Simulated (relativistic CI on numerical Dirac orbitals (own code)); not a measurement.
Calculated at this level of theory: Dirac-Coulomb-Breit CI, KLI orbitals optimised for each configuration, a model potential for QED, unscaled Slater integrals (own radial code, finite nucleus).

The strongest absorption lines from the ground level of an ion, among the configurations computed and to levels below about 1750 eV (vacuum wavelength in nm, gf): 0.71426 (0.12), 2.5204 (0.31), 2.5630 (1.2), 2.5828 (0.41), 2.8054 (0.45), 3.8310 (0.36), 3.9051 (1.1), 4.0038 (0.5).

Problem. Which ion is it?
A. Ho XLVII
B. Eu XLV
C. Ho XLIX
D. Pr XLI

Solution. C. Ho XLIX has 19 electrons and the ground level 3s2.3p6.3d 2D_3/2; the strongest line goes to 3s2.3p5.3d2 2D°_3/2. The pattern of lines fixes the number of electrons, and along that sequence the line energies rise steadily with the charge (about as its square where n changes within one kind of shell, about linearly where n is kept but much faster in heavy ions where fine structure, which grows about as Z⁴, sets the gap, and irregularly where shells cross), which fixes Z. Configurations outside the model, such as inner-shell arrays, can give stronger lines. At this charge energies of transitions that change n are usually good to better than 1 %, and those within a shell (Δn = 0) to a few per cent.

LS names give the leading component of a level, which can be under half, so a name can repeat, a term be missing and a line seem to break the LS rules.
